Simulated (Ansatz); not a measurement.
Reaction (isomerisation): `B/C=C/CC` → `BC1(C)CC1`

Calculated with Ansatz (gas phase, PBE0-D4/def2-TZVP geometries, no zero-point term in ΔE). CCSD(T)/CBS is the MP2 limit (def2-TZVPP, def2-QZVPP) plus CCSD(T) − MP2 in def2-TZVPP, frozen cores. Functionals use def2-TZVPP. B3LYP here is the variant with VWN-RPA as its local correlation; programs differ in this. Each species was taken in one conformer, which may not be the lowest.

`B/C=C/CC`:

Z-matrix (Å, degrees):
```
C
C 1 1.527
C 1 1.486 2 112.1
H 1 1.098 2 108.7 3 119.8
H 1 1.093 2 110.6 3 -123.0
H 2 1.092 1 110.9 3 62.1
H 2 1.092 1 110.8 3 -177.8
H 2 1.093 1 111.1 3 -57.8
C 3 1.344 1 126.5 2 -122.1
H 3 1.091 1 115.6 2 57.1
B 9 1.526 3 120.8 1 179.5
H 9 1.090 3 117.2 1 -0.5
H 11 1.200 9 118.9 3 -0.2
H 11 1.198 9 122.0 3 179.9
```

`BC1(C)CC1`:

Z-matrix (Å, degrees):
```
C
C 1 1.510
C 1 1.527 2 116.6
B 1 1.523 2 121.1 3 151.6
C 1 1.538 2 116.3 3 -64.8
H 2 1.093 1 111.1 3 -87.7
H 2 1.093 1 111.2 3 152.5
H 2 1.094 1 111.6 3 32.2
H 3 1.084 1 115.0 2 4.3
H 3 1.082 1 118.2 2 145.2
H 4 1.199 1 121.8 2 3.2
H 4 1.200 1 119.1 2 -177.9
H 5 1.082 1 118.5 2 -144.8
H 5 1.084 1 114.6 2 -4.2
```

```csv
level,ΔE (kJ/mol),difference from CCSD(T)/CBS
B3LYP-D4,40.6,10.9
B2PLYP,37.3,7.6
PBE,25.3,-4.4
r2SCAN,24.2,-5.5
PBE0,19.7,-10.0
B3LYP,44.8,15.1
HF/def2-TZVPP,53.7,24.0
CCSD/def2-TZVPP,30.1,0.4
HF/def2-QZVPP,53.7,24.0
CCSD/CBS(def2),30.4,0.7
CCSD(T)/CBS,29.7,0
```

Largest T1 diagnostic among the species: 0.010.

The D4 term adds −4.2 kJ/mol with B3LYP and −2.1 kJ/mol with PBE0; it sums over pairs of atoms, weighted by their polarisabilities, and B3LYP, whose exchange is more repulsive, gets the larger term. From PBE to PBE0 (25 % exact exchange), in def2-TZVPP and without D4, ΔE moves by −5.6 kJ/mol. In def2-TZVPP, CCSD(T) changes the Hartree–Fock value by −24.3 kJ/mol (the triples alone add −0.6 kJ/mol) and MP2 by −36.6 kJ/mol.
